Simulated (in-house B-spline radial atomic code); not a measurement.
A run on B⁻ that did not converge. Method: non-relativistic PBE0, spin-polarised, spherical fractional occupations, exact exchange averaged over the configuration, point nucleus; computed with an all-electron radial atomic-structure program (B-spline basis).

Command:
```bash
python run_scf.py task.json out
```
Settings:
```
Z                5
configuration    [He] 2s2 2p2
hamiltonian      nr
method           pbe0
spin_polarised   True
exact_exchange   averaged over the configuration
```

First and last ten iterations of the last attempt (damped for 15 steps, keeping 80 % of the old Fock matrix, then DIIS):
```
 iter        energy (Eh)    residual
    1         -24.171992    8.82e-02
    2         -24.394998    5.51e-02
    3         -24.511800    3.67e-02
    4         -24.576020    2.29e-02
    5         -24.609128    1.33e-02
    6         -24.283881    3.25e-02
    7         -24.589467    1.96e-02
    8         -24.614023    1.22e-02
    9         -24.626183    6.76e-03
   10         -24.279247    3.41e-02
  111         -24.270925    3.57e-02
  112         -24.273370    3.52e-02
  113         -24.273797    3.53e-02
  114         -24.272133    3.55e-02
  115         -24.270424    3.57e-02
  116         -24.272480    3.52e-02
  117         -24.615677    1.28e-02
  118         -24.601981    1.74e-02
  119         -24.271485    3.55e-02
  120         -24.270625    3.56e-02
 not converged after 120 iterations
```

The smallest residual met was 5.2e-03; the threshold is about 1e-07. No energy from this run should be used. Run time, properties included: 1.9 s on 1 thread of Intel(R) Xeon(R) 6975P-C (shared host).
